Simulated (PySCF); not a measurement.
Si(F)(OH)2(OSiH3) (FH5O3Si2), SMILES F[Si](O)(O[SiH3])O.

Coordinates come from a ωB97X-D3(BJ)/def2-SVP optimisation. Other conformers were not sampled.

The numbers are results of TDDFT-CAM-B3LYP/def2-SVPD in PySCF, not measurements.

Vertical excitations. Gas-phase values at a fixed geometry.

Computed excitation energies, oscillator strengths and character:
| state | energy (eV) | λ (nm) | f | main pairs |
|---|---|---|---|---|
| S1 | 7.68 | 161 | 0.002 | HOMO→LUMO 66 %, HOMO→LUMO+1 15 % |
| S2 | 7.96 | 156 | 0.004 | HOMO−1→LUMO 56 %, HOMO−1→LUMO+1 20 %, HOMO−1→LUMO+2 12 %, HOMO−1→LUMO+3 9 % |
| S3 | 8.34 | 149 | 0.015 | HOMO−2→LUMO 56 %, HOMO→LUMO+2 11 %, HOMO−3→LUMO 10 % |
| S4 | 8.49 | 146 | 0.031 | HOMO−3→LUMO 46 %, HOMO−2→LUMO 19 %, HOMO→LUMO+1 7 % |
| S5 | 8.84 | 140 | 0.040 | HOMO→LUMO+1 56 %, HOMO→LUMO+3 17 % |
| S6 | 9.02 | 138 | 0.063 | HOMO−1→LUMO+1 59 %, HOMO−1→LUMO+3 19 %, HOMO−1→LUMO 13 % |
| S7 | 9.15 | 136 | 0.028 | HOMO→LUMO+3 28 %, HOMO−1→LUMO+4 28 %, HOMO→LUMO+6 23 % |
| S8 | 9.25 | 134 | 0.073 | HOMO−4→LUMO 52 %, HOMO→LUMO+2 8 % |
| S9 | 9.33 | 133 | 0.029 | HOMO−5→LUMO 26 %, HOMO→LUMO+2 23 %, HOMO−4→LUMO 11 %, HOMO−2→LUMO 6 % |
| S10 | 9.45 | 131 | 0.030 | HOMO−1→LUMO+3 30 %, HOMO−1→LUMO 15 %, HOMO→LUMO+4 11 %, HOMO−1→LUMO+2 9 % |
| T1 | 7.30 | 170 | 0 | HOMO→LUMO 54 %, HOMO→LUMO+1 19 %, HOMO→LUMO+2 10 % |
| T2 | 7.53 | 165 | 0 | HOMO−1→LUMO 45 %, HOMO−1→LUMO+1 23 %, HOMO−1→LUMO+2 15 %, HOMO−1→LUMO+3 10 % |
| T3 | 7.95 | 156 | 0 | HOMO−2→LUMO 46 %, HOMO−3→LUMO 15 %, HOMO→LUMO+2 9 % |
| T4 | 8.10 | 153 | 0 | HOMO−3→LUMO 41 %, HOMO−2→LUMO 22 % |
Triplets are in the Tamm–Dancoff approximation, which puts them higher than full response would, so one can lie above its singlet here.
